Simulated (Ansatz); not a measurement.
The first iterations of a band of a periodic cell of 13 atoms, Ti₁₂H (host Ti, host structure hcp, interstitial H).

The calculation used Ansatz 0.2.0, DFT PBEsol, scalar-relativistic, plane waves, PAW. Settings: cutoff 420 eV, k mesh 3x2x4, gaussian smearing 0.05 eV, no spin polarisation.

```
movable images  : 3
climbing image  : yes
spring          : 5.0 eV/Å²
optimiser       : quadratic models (default)
start path      : IDPP
force threshold : 0.05 eV/Å
iteration limit : 80
end points      : relaxed
```

First end point:

```xyz
13
Lattice="5.9000 0.0000 0.0000 -4.4250 7.6643 0.0000 0.0000 0.0000 4.6846" Properties=species:S:1:pos:R:3
Ti 0.003 -0.011 -0.018
Ti 0.003 1.669 2.315
Ti -1.505 2.530 -0.015
Ti -1.519 4.273 2.346
Ti -2.944 5.134 0.000
Ti -2.952 6.807 2.364
Ti 2.960 -0.002 -0.020
Ti 2.951 1.672 2.348
Ti 1.523 2.534 0.004
Ti 1.512 4.275 2.361
Ti 0.004 5.139 0.027
Ti 0.004 6.816 2.360
H 0.008 3.399 1.173
```

Last end point:

Only the atoms that move by more than 0.05 Å are listed.
```
Ti2 0.007 1.669 2.369
Ti11 0.007 5.138 -0.028
H13 0.012 3.399 3.509
```

| iteration | highest image above the first end (eV) | largest band force component (eV/Å) |
| --- | --- | --- |
| 1 | 0.948 | 1.778 |
| 2 | 0.631 | 0.667 |

**Question.** Does the band converge within its limit, and where does its top end?

**Answer.** It converged. It ended after 5 iterations with the highest image 0.526 eV above the first end. By the program's own check the climbing image is of a kind that is not told: the force calls were inconclusive, a negative curvature could not be distinguished from the path's own, the only one lies far off the path, or fixed occupations may fill a level only in part (lowest curvatures found: -1.49 and 1.08 eV/Å²). Limits of this set-up: coarse k mesh, odd electron count without spin.

The run took 5.6 min on 4 threads of Arm Neoverse V1, on a shared host, peak memory 1.4 GiB.
